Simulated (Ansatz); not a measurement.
I3Sn (SMILES [I][Sn]([I])[I]), doublet, geometry from GFN2-xTB (such geometries of metal compounds can be far from the true shape) (the spin is typed, not shown lowest) (core potentials on I, Sn); R2SCAN/def2-SVP in Ansatz (a quantum-chemistry and plane-wave program).

Ansatz was given this input:
Ansatz 0.2 input:
```yaml
crystal:
  periodic: [false, false, false]
  atoms:
    - {symbol: Sn, position_ang: [0.19653030, 0.57148953, 0.38176177]}
    - {symbol: I, position_ang: [2.43186578, -0.56487896, -0.82720222]}
    - {symbol: I, position_ang: [-0.99716560, -1.30886706, 2.05179207]}
    - {symbol: I, position_ang: [-1.62010612, 1.33460495, -1.58474247]}
basis:
  gaussian:
    orbitals: def2-SVP
hamiltonian:
  xc: r2scan
magnetization: {spin_polarized: true, initial_magnetization: 1}
accuracy: high
```

Output, abridged:

```
Functional definition: r2SCAN
2541 factors; integrals over basis functions are off by at most 4.2e-9 eV
mean field evaluation 1: about -30148.5075 eV, gradient 9.2e0 eV
mean field evaluation 2: about -30146.2719 eV, gradient 2.0e1 eV
mean field evaluation 4: about -30149.1547 eV, gradient 6.3e-1 eV
mean field evaluation 8: about -30149.1492 eV, gradient 2.3e-2 eV
mean field evaluation 16: about -30149.1492 eV, gradient 1.4e-5 eV
mean field evaluation 32: about -30147.8917 eV, gradient 1.6e0 eV
mean field evaluation 64: about -30147.9382 eV, gradient 8.2e-2 eV
mean field -30149.14917854 eV, -1107.9607964841 hartree, gradient 8.8e-8 eV, S^2 0.756494; 5 other end points of the search recorded, 0 dependent functions left out
reference -30149.14918116 eV, -1107.9607965804 hartree; 49, 48 occupied and 55, 56 virtual orbitals, 2541 factors
Total energy: -30149.14918116 eV, -1107.9607965804 hartree
```
